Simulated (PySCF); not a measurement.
Field gradients at the hydrogen positions

Compound: C₆H₁₃BO₂.
Geometry (PBE0-D3(BJ)/def2-SVP, Å), atoms numbered from 1 in this order:
```xyz
22
C6H13BO2 angstrom
C     -1.7270    0.2573    0.8791
C     -0.7361    0.1436   -0.2734
C     -1.1368   -0.9870   -1.2014
O     -0.7985    1.3862   -0.9986
B      0.2226    2.1673   -0.5523
O      1.0956    1.5094    0.2581
C      0.7596    0.1103    0.2047
C      0.9798   -0.5006    1.5753
C      1.6962   -0.5278   -0.8144
H     -2.7202    0.4913    0.4700
H     -1.4448    1.0684    1.5663
H     -1.7967   -0.6787    1.4516
H     -2.1897   -0.8657   -1.4941
H     -0.5312   -0.9927   -2.1163
H     -1.0311   -1.9607   -0.6998
H      0.3421    3.3264   -0.8456
H      0.4291    0.0429    2.3533
H      2.0492   -0.4599    1.8275
H      0.6649   -1.5549    1.5888
H      1.5431   -0.1007   -1.8163
H      2.7345   -0.3253   -0.5157
H      1.5551   -1.6166   -0.8723
```

Level: PBE0/pcSseg-1 (PySCF, non-relativistic); Q(2H) = 0.00286 b; rigid geometry, the same for H and D, with no vibrational averaging.

**Question.** Give the electric field gradient Vzz (the principal value of largest size), its asymmetry and the 2H coupling at each hydrogen.

**Answer.** 
| atom | bonded to | bond length (Å) | Vzz (au) | η | χzz (kHz) |
| --- | --- | --- | --- | --- | --- |
| H10 | C1 | 1.099 | 0.2926 | 0.02 | 197 |
| H11 | C1 | 1.100 | 0.2911 | 0.02 | 196 |
| H12 | C1 | 1.099 | 0.2932 | 0.02 | 197 |
| H13 | C3 | 1.100 | 0.2920 | 0.03 | 196 |
| H14 | C3 | 1.097 | 0.2957 | 0.03 | 199 |
| H15 | C3 | 1.100 | 0.2921 | 0.03 | 196 |
| H16 | B5 | 1.202 | 0.2072 | 0.03 | 139 |
| H17 | C8 | 1.097 | 0.2957 | 0.03 | 199 |
| H18 | C8 | 1.100 | 0.2921 | 0.03 | 196 |
| H19 | C8 | 1.100 | 0.2921 | 0.03 | 196 |
| H20 | C9 | 1.100 | 0.2912 | 0.02 | 196 |
| H21 | C9 | 1.099 | 0.2927 | 0.02 | 197 |
| H22 | C9 | 1.099 | 0.2933 | 0.02 | 197 |

**Question.** Average by the element that carries the hydrogen.

**Answer.** on C: 197 kHz over 12 positions, mean bond length 1.099 Å; on B: 139 kHz over 1 position, mean bond length 1.202 Å.

**Question.** Give the 2H NMR doublet splittings at H11 for a magnetic field along the z, y and x axes of the gradient: 3χ/2, 3χ(1 + η)/4, 3χ(1 − η)/4.

**Answer.** With |χ| = 195.6 kHz and η = 0.019: 293, 150 and 144 kHz, to first order and without motion.

Geometry: PBE0-D3(BJ)/def2-SVP, one conformer, isolated molecule. The small basis limits the accuracy of the gradients.
